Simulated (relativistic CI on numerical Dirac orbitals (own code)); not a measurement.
**Slater and spin-orbit integrals, Hg17+**

Method of calculation: Dirac-Coulomb-Breit CI, orbitals from a KLI potential per configuration, a model potential for QED, unscaled Slater integrals (own radial code, finite nucleus).

Slater integrals F^k, G^k are unscaled and averaged over j, outside the closed core [Kr] 4d10; ζ comes from projecting the Hamiltonian with its Breit term on Σ l·s of the shell.

- 4f14.5s2.5p: ζ(5p) = 134910 cm⁻¹; <r>(5p) = 0.8996, <r^2>(5p) = 0.9031 (bohr units).
- 4f14.5s.5p2: F^2(5p,5p) = 118600, G^1(5s,5p) = 153590, ζ(5p) = 134310 cm⁻¹; <r>(5s) = 0.8269, <r^2>(5s) = 0.761, <r>(5p) = 0.8988, <r^2>(5p) = 0.9017 (bohr units).
- 4f14.5s2.5d: ζ(5d) = 13956 cm⁻¹; <r>(5d) = 1.013, <r^2>(5d) = 1.151 (bohr units).

In this model ζ of a weakly bound d, f or g electron outside closed shells comes out too small, for d by up to a factor of two or three and at times with the wrong sign; that of an outer p electron is too small as well.

Averages of the first 10 configurations, taken without configuration mixing, which lowers the lowest level and can move excited configurations by several eV; other configurations of the list can lie among them:

| Configuration | Parity | States | Average energy above the lowest level (eV) |
| --- | --- | --- | --- |
| 4f14.5s2.5p | odd | 6 | 18.1 |
| 4f14.5s.5p2 | even | 30 | 76.7 |
| 4f14.5s2.5d | even | 10 | 99.5 |
| 4f13.5s2.5p2 | odd | 210 | 87.3 |
| 4f14.5s.5p.5d | odd | 120 | 155.9 |
| 4f14.5s2.5f | odd | 14 | 179.7 |
| 4f14.5s.5p.5f | even | 168 | 236.7 |
| 4f14.5s2.5g | even | 18 | 239.5 |
| 4f14.5s2.6s | even | 2 | 164.4 |
| 4f13.5s2.5p.5d | even | 840 | 169.2 |
